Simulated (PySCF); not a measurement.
From results back to the method.

Species: ethylchlorosilane, C2H7ClSi.
Cartesian coordinates in Å at the PBE0-D3(BJ)/def2-SVP level; atoms count from 1:
```xyz
11
C2H7ClSi angstrom
C     -1.468    0.028   -0.034
C     -0.108   -0.646   -0.198
Si     1.330    0.483    0.207
Cl     3.110   -0.548   -0.079
H     -1.570    0.906   -0.692
H     -1.630    0.373    1.000
H     -2.291   -0.660   -0.280
H      0.034   -1.007   -1.231
H     -0.025   -1.536    0.448
H      1.346    1.680   -0.684
H      1.283    0.934    1.629
```

The closed-shell ground state was solved 3 times with PySCF (density fitting, gas phase), always with B3LYP, in these basis sets: 6-31G*, def2-SVPD and def2-TZVP.

```
row  total energy (Eh)  HOMO (eV)  LUMO (eV)  dipole (D)
  P          -830.2686      -8.22       0.01        1.95
  Q          -830.1657      -8.10       0.23        2.33
  R          -829.9285      -8.28      -0.20        2.10
```

**Question.** Which basis belongs to which row?

**Answer.** P = def2-TZVP, Q = 6-31G*, R = def2-SVPD. From the lowest total energy up: def2-TZVP (178 functions) 0 eV; 6-31G* (78 functions) +2.80 eV; def2-SVPD (147 functions) +9.25 eV.

One conformer stands for the species.
